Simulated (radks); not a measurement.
The numbers below are computed, except where a source is named.
Task: All-electron atom: the sulfur ion S3+ in [Ne] 3s2 3p1. Code: a radial shooting solver on a logarithmic mesh with Libxc functionals. Model: scalar-relativistic Kohn-Sham, LDA (Slater exchange, Perdew-Wang correlation), spin-polarised, spherical densities, finite nucleus; open shells are filled with parallel spins first; Fermi nuclear charge, rms radius 3.2611 fm. Some entries of the table are withheld. Estimate them.

orbital,occ.,eigenvalue (hartree),<1/r> (bohr^-1)
1s up,1,-89.68522,15.62
1s down,1,-89.67701,15.62
2s up,1,-9.27950,3.061
2s down,1,-9.27015,3.062
2p up,3,-7.29201,2.964
2p down,3,-7.28046,2.965
3s up,1,(1),0.9138
3s down,1,(2),0.9118
3p up,1,-1.50760,0.8205
3p down,0,-1.45675,0.8156

Result: 
(1) 3s up eigenvalue (hartree): -1.94479
(2) 3s down eigenvalue (hartree): -1.89165
